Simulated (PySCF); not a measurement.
Below is a simulated gas-phase Si 1s photoelectron spectrum of `FC[SiH2][Se][SiH3]`.

Every computed line was given a Gaussian of 0.8 eV full width at half maximum and an area set by the number of equivalent atoms; the highest printed point is 100. Method used: delta-SCF UKS SCAN, pcX-2 on the ionised atom, pcseg-1 elsewhere, spin-free X2C (PySCF).

binding energy (eV), intensity and a bar:
```
   1845.7          0 
   1845.8          1 
   1845.9          2 
   1846.0          4 #
   1846.1          7 ##
   1846.2         14 ####
   1846.3         24 #######
   1846.4         37 ###########
   1846.5         54 ################
   1846.6         71 #####################
   1846.7         87 ##########################
   1846.8         97 #############################
   1846.9        100 ##############################
   1847.0         94 ############################
   1847.1         82 #########################
   1847.2         65 ###################
   1847.3         47 ##############
   1847.4         32 #########
   1847.5         20 ######
   1847.6         11 ###
   1847.7          6 ##
   1847.8          3 #
   1847.9          1 
   1848.0          0 
   1848.1          0
```

Question: Count the maxima, the lines and the sites behind this envelope.

Answer: The curve has 1 maximum (at 1846.9 eV). Under it lie 2 lines from 2 inequivalent silicon sites. At this width some lines have no maximum of their own.

Question: Decompose the envelope and assign each component. Numbering: `[F:1][CH2:2][SiH2:3][Se:4][SiH3:5]`.

Answer: 
```json
{"position (eV)": "1846.84", "relative area": "1", "line": "Si 1s", "atoms": "Si5", "environment": "SiH3 silicon"}
{"position (eV)": "1846.92", "relative area": "1", "line": "Si 1s", "atoms": "Si3", "environment": "SiH2 silicon"}
```

Question: What are the centre and the root-mean-square width of the whole band?

Answer: The area-weighted mean of the lines is 1846.88 eV. Their own spread about it is 0.04 eV (rms) and each Gaussian has σ = 0.8/2.355 = 0.34 eV; the variances add, which gives 0.34 eV.

Question: Above which line width would these two lines show one maximum?

Answer: Two equal Gaussians merge once their distance is under 2σ = FWHM/1.177. With 0.08 eV between them that is a full width over 0.09 eV.

The 2 Si 1s values lie within 0.08 eV of each other; Gaussian lines of 0.5 eV full width would blend them into one maximum.

The curve has no shake-up lines and no vibrational structure. Geometry: PBE0-D3(BJ)/def2-SVP, one conformer, isolated molecule.

The values belong to the conformer `[F:1][CH2:2][SiH2:3][Se:4][SiH3:5]`: F1–C2–Si3–Se4 -62°, C2–Si3–Se4–Si5 55°.
